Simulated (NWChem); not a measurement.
Program: NWChem. System: H3FGe, charge 0, spin multiplicity 1, at a geometry optimised with PBE/def2-SVP. The structure started from a generated list of species. Level: B3LYP/cc-pVQZ, VWN1-RPA local correlation.

The NWChem input:

```
start mol
memory heap 200 mb stack 900 mb global 1100 mb
geometry units angstroms nocenter noautoz
  Ge     0.061905    -0.324068     0.000000
  F     -0.268657     1.406412     0.000000
  H      0.874277    -0.623338     1.284863
  H      0.874277    -0.623338    -1.284863
  H     -1.311611    -1.040868     0.000000
  symmetry group Cs
end
basis spherical
  * library cc-pvqz
end
dft
  xc b3lyp
  semidirect memsize 60000000 filesize 0
  iterations 100
end
task dft energy
```

NWChem printed:

```
             Northwest Computational Chemistry Package (NWChem) 7.3.0
             --------------------------------------------------------

                                NWChem Input Module
                                -------------------

 Scaling coordinates for geometry "geometry" by  1.889725989
 (inverse scale =  0.529177249)

 Turning off AUTOSYM since
 SYMMETRY directive was detected!

                             Geometry "geometry" -> ""
                             -------------------------

 Output coordinates in angstroms (scale by  1.889725989 to convert to a.u.)

  No.       Tag          Charge          X              Y              Z
 ---- ---------------- ---------- -------------- -------------- --------------
    1 Ge                  32.0000     0.06190500    -0.32406800     0.00000000
    2 F                    9.0000    -0.26865700     1.40641200     0.00000000
    3 H                    1.0000     0.87427700    -0.62333800     1.28486300
    4 H                    1.0000     0.87427700    -0.62333800    -1.28486300
    5 H                    1.0000    -1.31161100    -1.04086800     0.00000000

 Effective nuclear repulsion energy (a.u.)     125.2836343530

            Nuclear Dipole moment (a.u.)
            ----------------------------
        X                 Y               Z
 ---------------- ---------------- ----------------
    -0.0000188973    -0.0000226767     0.0000000000

      Symmetry information
      --------------------

 Group name             Cs
 Group number              2
 Group order               2
 No. of unique centers     4

      Symmetry unique atoms

     1    2    3    5


 Summary of "ao basis" -> "" (spherical)
 ------------------------------------------------------------------------------
       Tag                 Description            Shells   Functions and Types
 ---------------- ------------------------------  ------  ---------------------
 *                          cc-pvqz                   on all atoms

                                 NWChem DFT Module
                                 -----------------

 Summary of "ao basis" -> "ao basis" (spherical)
 ------------------------------------------------------------------------------
       Tag                 Description            Shells   Functions and Types
 ---------------- ------------------------------  ------  ---------------------
 Ge                         cc-pvqz                 20       68   7s6p4d2f1g
 F                          cc-pvqz                 15       55   5s4p3d2f1g
 H                          cc-pvqz                 10       30   4s3p2d1f

 Summary of "ao basis" -> "ao basis" (spherical)
 ------------------------------------------------------------------------------
       Tag                 Description            Shells   Functions and Types
 ---------------- ------------------------------  ------  ---------------------
 Ge                         cc-pvqz                 20       68   7s6p4d2f1g
 F                          cc-pvqz                 15       55   5s4p3d2f1g
 H                          cc-pvqz                 10       30   4s3p2d1f

      Symmetry analysis of basis
      --------------------------

        a'        129
        a"         84

            General Information
            -------------------
          SCF calculation type: DFT
          Wavefunction type:  closed shell.
          No. of atoms     :     5
          No. of electrons :    44
           Alpha electrons :    22
[...]
 d= 0,ls=0.0,diis     2  -2178.6504458881  8.92D-02  2.71D-03  2.02D+00    78.8
 d= 0,ls=0.0,diis     3  -2178.8084821683 -1.58D-01  7.71D-04  1.14D-01    90.0
 d= 0,ls=0.0,diis     4  -2178.8155252851 -7.04D-03  2.47D-04  2.86D-03   103.4
 d= 0,ls=0.0,diis     5  -2178.8156900605 -1.65D-04  4.22D-05  1.78D-04   115.6
  Resetting Diis
 d= 0,ls=0.0,diis     6  -2178.8156988326 -8.77D-06  9.99D-06  1.06D-05   125.7
 d= 0,ls=0.0,diis     7  -2178.8156996438 -8.11D-07  3.46D-06  4.26D-07   136.0

         Total DFT energy =    -2178.815699643773
      One electron energy =    -3285.435031086350
           Coulomb energy =     1072.021611679940
    Exchange-Corr. energy =      -90.685914590349
 Nuclear repulsion energy =      125.283634352986

 Numeric. integr. density =       43.999984396198

     Total iterative time =    116.8s

                  Occupations of the irreducible representations
                  ----------------------------------------------

                     irrep           alpha         beta
                     --------     --------     --------
                     a'               16.0         16.0
                     a"                6.0          6.0

                       DFT Final Molecular Orbital Analysis
                       ------------------------------------

 Vector   20  Occ=2.000000D+00  E=-4.180404D-01  Symmetry=a'
              MO Center= -2.7D-01,  8.6D-01,  5.8D-11, r^2= 1.7D+00
   Bfn.  Coefficient  Atom+Function         Bfn.  Coefficient  Atom+Function
  ----- ------------  ---------------      ----- ------------  ---------------
    80      0.335934  2 F  px                77      0.278335  2 F  px
    83      0.218718  2 F  px                17      0.165066  1 Ge px
    74      0.163194  2 F  px                20      0.157302  1 Ge px
    14      0.101140  1 Ge px               186     -0.079985  5 H  s
   185     -0.075207  5 H  s                 81      0.064169  2 F  py

 Vector   21  Occ=2.000000D+00  E=-3.484120D-01  Symmetry=a"
              MO Center=  4.2D-01, -8.5D-02, -5.6D-10, r^2= 2.8D+00
   Bfn.  Coefficient  Atom+Function         Bfn.  Coefficient  Atom+Function
  ----- ------------  ---------------      ----- ------------  ---------------
    82     -0.220084  2 F  pz                19      0.218971  1 Ge pz
    22      0.185587  1 Ge pz                79     -0.184841  2 F  pz
   126      0.176148  3 H  s                156     -0.176148  4 H  s
    85     -0.157252  2 F  pz                16      0.143846  1 Ge pz
   127      0.135514  3 H  s                157     -0.135514  4 H  s

 Vector   22  Occ=2.000000D+00  E=-3.484093D-01  Symmetry=a'
              MO Center= -3.6D-01, -2.3D-01,  5.6D-10, r^2= 2.8D+00
   Bfn.  Coefficient  Atom+Function         Bfn.  Coefficient  Atom+Function
  ----- ------------  ---------------      ----- ------------  ---------------
    80     -0.216169  2 F  px                17      0.215088  1 Ge px
   186     -0.203393  5 H  s                 20      0.182300  1 Ge px
    77     -0.181553  2 F  px               187     -0.156475  5 H  s
    83     -0.154455  2 F  px               185     -0.152902  5 H  s
    14      0.141293  1 Ge px                74     -0.105712  2 F  px

 Vector   23  Occ=0.000000D+00  E=-2.869924D-02  Symmetry=a'
              MO Center=  1.1D-01, -5.6D-01,  1.0D-13, r^2= 4.8D+00
   Bfn.  Coefficient  Atom+Function         Bfn.  Coefficient  Atom+Function
  ----- ------------  ---------------      ----- ------------  ---------------
    24      0.752840  1 Ge py                18      0.228120  1 Ge py
    15      0.178231  1 Ge py                 6      0.175715  1 Ge s
    45      0.168064  1 Ge d  2              72     -0.161626  2 F  s
    23     -0.143789  1 Ge px                 5      0.135215  1 Ge s
     4      0.130036  1 Ge s                  7     -0.125272  1 Ge s

 Vector   24  Occ=0.000000D+00  E= 8.185668D-03  Symmetry=a'
              MO Center=  1.4D-01, -7.6D-01,  6.4D-13, r^2= 5.3D+00
   Bfn.  Coefficient  Atom+Function         Bfn.  Coefficient  Atom+Function
  ----- ------------  ---------------      ----- ------------  ---------------
     6      1.762779  1 Ge s                  7      1.383012  1 Ge s
   127     -1.114011  3 H  s                157     -1.114011  4 H  s
   187     -1.113852  5 H  s                 21     -0.569022  1 Ge py
   126     -0.323629  3 H  s                156     -0.323629  4 H  s
   186     -0.323602  5 H  s                  4      0.304275  1 Ge s

 Vector   25  Occ=0.000000D+00  E= 3.865112D-02  Symmetry=a'
              MO Center=  6.5D-01, -2.4D-01,  8.1D-16, r^2= 5.6D+00
   Bfn.  Coefficient  Atom+Function         Bfn.  Coefficient  Atom+Function
  ----- ------------  ---------------      ----- ------------  ---------------
   187      1.580796  5 H  s                 23      1.487772  1 Ge px
   127     -0.790241  3 H  s                157     -0.790241  4 H  s
    20      0.580069  1 Ge px                24      0.284173  1 Ge py
   186      0.229503  5 H  s                 41     -0.196299  1 Ge d -2
    17      0.151326  1 Ge px               126     -0.114698  3 H  s

 center of mass
 --------------
 x =  -0.00172452 y =   0.00902895 z =   0.00000000

 moments of inertia (a.u.)
 ------------------
         180.490427745661          29.938140748187           0.000000000000
          29.938140748187          29.484475010828           0.000000000000
           0.000000000000           0.000000000000         186.208883971355

     Multipole analysis of the density
     ---------------------------------

     L   x y z        total         alpha         beta         nuclear
     -   - - -        -----         -----         ----         -------
     0   0 0 0      0.000000    -22.000000    -22.000000     44.000000

     1   1 0 0      0.160878      0.080448      0.080448     -0.000019
     1   0 1 0     -0.842233     -0.421105     -0.421105     -0.000023
     1   0 0 1      0.000000      0.000000      0.000000      0.000000

     2   2 0 0    -17.892119    -16.126157    -16.126157     14.360194
     2   1 1 0      0.387051      6.920114      6.920114    -13.453177
     2   1 0 1      0.000000      0.000000      0.000000      0.000000
     2   0 2 0    -19.844362    -51.030669    -51.030669     82.216976
     2   0 1 1     -0.000000     -0.000000     -0.000000      0.000000
     2   0 0 2    -17.818158    -14.804452    -14.804452     11.790747

 Task  times  cpu:      136.1s     wall:      136.1s

 Total times  cpu:      136.2s     wall:      136.2s
```
